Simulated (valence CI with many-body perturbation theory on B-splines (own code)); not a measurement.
# Forbidden lines of Pb42+

Computed by valence CI with perturbative core correlation (CI+MBPT): four valence electrons over a frozen Dirac-Fock core [Kr], a basis of 9 s, 9 p, 10 d, 8 f, 5 g, 3 h, 1 i functions for each j, with the one-electron correlation potential Σ1 (screened to all orders), the two-electron term Σ2, the three-electron term Σ3, Breit, model QED; selected single and double excitations, second order for the rest (own B-spline code, finite nucleus).

The last digits are not significant, and no measured levels were compared; by estimate large intervals hold to a few tenths of a per cent, small ones and those within an open d or f shell to about a per cent. Only levels of the ground parity were solved; by the run's estimate the other parity begins above the list, which can be wrong where configurations are misplaced.

Lines 51 to 100 of 114 in falling wavelength, among levels below 148.99 eV, chosen from the decays that carry over 1 % of a level's rate. Wavelengths and rates use the calculated energies. Electric multipoles are in the length gauge, E1 and E2 with the static RPA response of the core. S is in atomic units (e²a₀⁴ for E2 and M2, e²a₀⁶ for E3), for M1 in squared Bohr magnetons. Weak lines are less certain than strong ones. Lines between different terms over intervals too small for the method are left out, as are lines whose strength nearly cancels. The highest levels of a list are the least certain.

Levels are named by their leading jj configuration (3d3/2^4 stands for four electrons in 3d with j = 3/2), which in mixed levels can hold well under half, so a name can repeat and another be missing. Letters in brackets count levels of one name in rising energy.

```tsv
λ vac (nm)	Upper	Lower	Type	A (s⁻¹)	S (a.u.)
39.25	(4d3/2^2 4d5/2^2) J=6	(4d3/2^3 4d5/2) J=4	E2	3.86e+01	4.18e-03
39.18	(4d3/2 4d5/2^3) J=4 [a]	(4d3/2^2 4d5/2^2) J=4 [a]	M1	4.15e+05	8.32e+00
39.15	(4d3/2 4d5/2^3) J=4 [b]	(4d3/2^2 4d5/2^2) J=4 [c]	M1	9.97e+04	2.00e+00
39.12	(4d3/2^2 4d5/2^2) J=2 [a]	(4d3/2^3 4d5/2) J=1	M1	3.88e+05	4.30e+00
38.86	(4d3/2^2 4d5/2^2) J=2 [b]	(4d3/2^3 4d5/2) J=3	M1	1.44e+03	1.57e-02
38.33	(4d3/2^2 4d5/2^2) J=3 [b]	(4d3/2^3 4d5/2) J=2	M1	5.74e+03	8.39e-02
38.28	(4d3/2 4d5/2^3) J=3 [b]	(4d3/2^2 4d5/2^2) J=2 [b]	M1	6.87e+04	1.00e+00
38.24	(4d5/2^4) J=2	(4d3/2 4d5/2^3) J=3 [b]	M1	6.38e+04	6.61e-01
38.23	(4d3/2 4d5/2^3) J=5	(4d3/2^2 4d5/2^2) J=5	M1	8.93e+04	2.03e+00
38.17	(4d3/2 4d5/2^3) J=2 [a]	(4d3/2^2 4d5/2^2) J=3 [b]	M1	1.56e+05	1.61e+00
38.15	(4d5/2^4) J=4	(4d3/2 4d5/2^3) J=5	M1	1.04e+05	1.93e+00
37.63	(4d3/2 4d5/2^3) J=3 [b]	(4d3/2^2 4d5/2^2) J=4 [b]	M1	5.20e+04	7.18e-01
37.62	(4d3/2 4d5/2^3) J=6	(4d3/2^2 4d5/2^2) J=5	M1	1.50e+05	3.85e+00
37.56	(4d3/2 4d5/2^3) J=1 [b]	(4d3/2^2 4d5/2^2) J=2 [c]	M1	1.41e+05	8.34e-01
37.41	(4d3/2 4d5/2^3) J=3 [c]	(4d3/2^2 4d5/2^2) J=2 [c]	M1	1.01e+05	1.38e+00
37.25	(4d3/2^2 4d5/2^2) J=3 [b]	(4d3/2^3 4d5/2) J=4	M1	1.41e+05	1.89e+00
37.17	(4d5/2^4) J=2	(4d3/2 4d5/2^3) J=2 [a]	M1	2.26e+05	2.15e+00
37.15	(4d3/2^2 4d5/2^2) J=2 [b]	(4d3/2^3 4d5/2) J=2	M1	6.82e+04	6.49e-01
37.10	(4d3/2 4d5/2^3) J=3 [b]	(4d3/2^2 4d5/2^2) J=3 [b]	M1	1.51e+05	2.00e+00
37.08	(4d3/2 4d5/2^3) J=3 [a]	(4d3/2^2 4d5/2^2) J=2 [a]	M1	3.76e+05	4.98e+00
36.73	(4d3/2^2 4d5/2^2) J=4 [b]	(4d3/2^3 4d5/2) J=4	M1	1.35e+03	2.24e-02
36.43	(4d3/2 4d5/2^3) J=2 [a]	(4d3/2^2 4d5/2^2) J=1	M1	6.37e+04	5.71e-01
36.33	(4d3/2^3 4d5/2) J=2	(4d3/2^4) J=0	E2	2.20e+02	6.20e-03
35.33	(4d3/2 4d5/2^3) J=5	(4d3/2^2 4d5/2^2) J=4 [a]	M1	5.47e+04	9.83e-01
35.29	(4d3/2 4d5/2^3) J=2 [b]	(4d3/2^2 4d5/2^2) J=2 [c]	M1	1.56e+05	1.27e+00
34.91	(4d5/2^4) J=4	(4d3/2 4d5/2^3) J=3 [a]	M1	2.67e+05	3.80e+00
34.79	(4d3/2 4d5/2^3) J=1 [a]	(4d3/2^2 4d5/2^2) J=2 [a]	M1	3.33e+05	1.56e+00
34.57	(4d3/2 4d5/2^3) J=1 [a]	(4d3/2^2 4d5/2^2) J=0 [a]	M1	3.01e+05	1.38e+00
34.49	(4d5/2^4) J=4	(4d3/2 4d5/2^3) J=4 [a]	M1	4.23e+05	5.79e+00
33.35	(4d5/2^4) J=0	(4d3/2 4d5/2^3) J=1 [b]	M1	7.40e+05	1.02e+00
33.08	(4d3/2^2 4d5/2^2) J=2 [c]	(4d3/2^3 4d5/2) J=3	M1	2.59e+05	1.74e+00
33.02	(4d5/2^4) J=2	(4d3/2 4d5/2^3) J=1 [a]	M1	3.08e+05	2.06e+00
32.69	(4d3/2 4d5/2^3) J=2 [a]	(4d3/2^2 4d5/2^2) J=3 [a]	M1	1.41e+05	9.13e-01
32.45	(4d3/2 4d5/2^3) J=0	(4d3/2^2 4d5/2^2) J=1	M1	2.96e+05	3.74e-01
32.13	(4d3/2 4d5/2^3) J=1 [b]	(4d3/2^2 4d5/2^2) J=2 [b]	M1	1.01e+04	3.74e-02
31.90	(4d3/2 4d5/2^3) J=3 [b]	(4d3/2^2 4d5/2^2) J=3 [a]	M1	4.20e+04	3.54e-01
31.83	(4d3/2^2 4d5/2^2) J=2 [c]	(4d3/2^3 4d5/2) J=2	M1	8.60e+04	5.14e-01
31.56	(4d3/2 4d5/2^3) J=3 [c]	(4d3/2^2 4d5/2^2) J=4 [b]	M1	1.66e+04	1.36e-01
31.45	(4d3/2 4d5/2^3) J=3 [b]	(4d3/2^2 4d5/2^2) J=4 [a]	M1	4.82e+04	3.89e-01
31.34	(4d3/2^2 4d5/2^2) J=4 [c]	(4d3/2^3 4d5/2) J=3	M1	9.04e+04	9.29e-01
31.19	(4d5/2^4) J=2	(4d3/2 4d5/2^3) J=3 [a]	M1	2.22e+05	1.25e+00
30.95	(4d3/2^2 4d5/2^2) J=2 [b]	(4d3/2^3 4d5/2) J=1	M1	1.25e+04	6.84e-02
30.73	(4d3/2 4d5/2^3) J=4 [b]	(4d3/2^2 4d5/2^2) J=3 [b]	M1	1.06e+05	1.02e+00
30.45	(4d3/2 4d5/2^3) J=2 [b]	(4d3/2^2 4d5/2^2) J=2 [b]	M1	1.07e+04	5.60e-02
30.41	(4d3/2 4d5/2^3) J=3 [b]	(4d3/2^2 4d5/2^2) J=2 [a]	M1	9.74e+03	7.11e-02
30.12	(4d3/2 4d5/2^3) J=1 [b]	(4d3/2^2 4d5/2^2) J=1	M1	7.44e+04	2.26e-01
29.70	(4d3/2 4d5/2^3) J=2 [b]	(4d3/2^2 4d5/2^2) J=3 [b]	M1	3.29e+04	1.60e-01
28.64	(4d3/2 4d5/2^3) J=2 [b]	(4d3/2^2 4d5/2^2) J=1	M1	6.75e+04	2.94e-01
28.38	(4d3/2 4d5/2^3) J=4 [b]	(4d3/2^2 4d5/2^2) J=5	M1	1.31e+05	1.00e+00
27.60	(4d3/2^2 4d5/2^2) J=2 [d]	(4d3/2^3 4d5/2) J=3	M1	4.32e+03	1.68e-02
```
